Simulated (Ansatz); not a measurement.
Geometry optimisation, Ansatz 0.2.0, UKS B3LYP/def2-SVP.

input.yaml

```yaml
crystal:
  periodic: [false, false, false]
  atoms:
    - { symbol: B, position_ang: [0.122587, -1.531221, -1.04543] }
    - { symbol: F, position_ang: [1.058769, -1.034098, 1.444795] }
    - { symbol: H, position_ang: [1.03592, -2.292118, -1.244846] }
    - { symbol: H, position_ang: [-0.94432, -1.854156, -0.595203] }
    - { symbol: H, position_ang: [-0.5809, 1.379387, -0.034282] }
    - { symbol: O, position_ang: [0.231985, -0.176219, -1.473878] }
    - { symbol: H, position_ang: [0.578678, -0.25798, 1.535163] }
    - { symbol: "N", position_ang: [-0.660324, 1.595793, 0.961415] }
    - { symbol: H, position_ang: [1.113055, 0.004077, -1.82787] }
    - { symbol: H, position_ang: [-0.299005, 2.540373, 1.099733] }
    - { symbol: H, position_ang: [-1.656444, 1.626263, 1.180302] }
magnetization:
  spin_polarized: true
basis:
  gaussian: { orbitals: def2-SVP }
hamiltonian:
  xc: b3lyp
relax:
  f_tol: 0.03
  max_steps: 50
output:
  orbitals: {}
```

Run as:

```bash
$ ansatz run input.yaml --threads 2 --pin off --max-ram 3072MiB --backend cpu --events-out ev --progress --plain --runs-dir out
```

**Question.** Where does it end, and by what steps?

**Answer.** The run converged. After 26 steps the energy has fallen by 0.905 eV; H7 moved furthest, 1.09 Å. Parted: F2–H7, H5–N8. Joined: B1–F2, H5–O6, H7–N8.

```tsv
step	energy less start (eV)	largest force component (eV/Å)	accepted
0	0.0000	2.139	yes
1	-0.2302	1.022	yes
2	-0.3698	0.510	yes
3	-0.3569	0.780	no
4	-0.4141	0.127	yes
5	-0.4399	0.133	yes
6	-0.4636	0.177	yes
7	-0.4762	0.239	yes
8	-0.4855	0.097	yes
9	-0.4941	0.350	yes
10	-0.5106	0.246	yes
11	-0.3211	2.699	no
12	-0.5383	0.268	yes
13	-0.5884	0.379	yes
14	-0.5319	1.814	no
15	-0.6217	0.311	yes
16	-0.6458	0.246	yes
17	-0.6751	0.459	yes
18	-0.7067	1.033	yes
19	-0.7360	1.321	yes
20	-0.8627	0.584	yes
21	-0.8812	0.788	yes
22	-0.8918	0.605	yes
23	-0.8817	0.505	no
24	-0.9022	0.160	yes
25	-0.9038	0.098	yes
26	-0.9045	0.029	yes
```

```xyz
11
Properties=species:S:1:pos:R:3
B 0.242 -1.455 -0.497
F 0.884 -1.166 0.726
H 0.929 -2.119 -1.258
H -0.926 -1.786 -0.360
H -0.140 0.673 -0.505
O 0.147 -0.006 -1.234
H 0.002 0.668 1.465
N -0.498 1.361 0.899
H 1.029 0.244 -1.543
H -0.179 2.293 1.168
H -1.489 1.293 1.140
```

Whether the end is a true minimum wasn't checked by a vibrational analysis.

The run took 82 s on 2 threads of Arm Neoverse V1, with other jobs on the host, peak memory 0.23 GiB.
